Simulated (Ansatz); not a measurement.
Reaction (isomerisation): `O[SiH]1C=C1` → `OC#C[SiH3]`

Isolated molecules relaxed with PBE0-D4/def2-TZVP in Ansatz; ΔE leaves out vibrations. CBS: MP2 limit from def2 TZ/QZ plus the TZ coupled-cluster correction, frozen cores. Functionals use def2-TZVPP. B3LYP here is the variant with VWN-RPA as its local correlation; programs differ in this. Each species was taken in one conformer, which may not be the lowest.

```json
{"level": "LDA (SPW92)", "ΔE (kJ/mol)": "160.5", "difference from CCSD(T)/CBS": "-1.2"}
{"level": "r2SCAN-D4", "ΔE (kJ/mol)": "160.7", "difference from CCSD(T)/CBS": "-1.0"}
{"level": "r2SCAN0-D4", "ΔE (kJ/mol)": "167.6", "difference from CCSD(T)/CBS": "5.9"}
{"level": "ωB97X-V", "ΔE (kJ/mol)": "160.5", "difference from CCSD(T)/CBS": "-1.2"}
{"level": "PBE", "ΔE (kJ/mol)": "149.0", "difference from CCSD(T)/CBS": "-12.7"}
{"level": "B3LYP", "ΔE (kJ/mol)": "142.3", "difference from CCSD(T)/CBS": "-19.4"}
{"level": "RPA@PBE/def2-TZVPP", "ΔE (kJ/mol)": "149.9", "difference from CCSD(T)/CBS": "-11.8"}
{"level": "HF/def2-SVP", "ΔE (kJ/mol)": "113.9", "difference from CCSD(T)/CBS": "-47.8"}
{"level": "CCSD/def2-TZVPP", "ΔE (kJ/mol)": "155.1", "difference from CCSD(T)/CBS": "-6.6"}
{"level": "MP2/def2-QZVPP", "ΔE (kJ/mol)": "164.0", "difference from CCSD(T)/CBS": "2.3"}
{"level": "CCSD(T)/CBS", "ΔE (kJ/mol)": "161.7", "difference from CCSD(T)/CBS": "0"}
```

Largest T1 diagnostic among the species: 0.013.

In def2-TZVPP, CCSD(T) changes the Hartree–Fock value by +14.0 kJ/mol (the triples alone add −0.2 kJ/mol) and MP2 by +18.5 kJ/mol. At CCSD(T), def2-SVP lies −41.0 kJ/mol from the extrapolated value and def2-TZVPP −6.8 kJ/mol. From PBE to PBE0 (25 % exact exchange), in def2-TZVPP and without D4, ΔE moves by +10.3 kJ/mol.
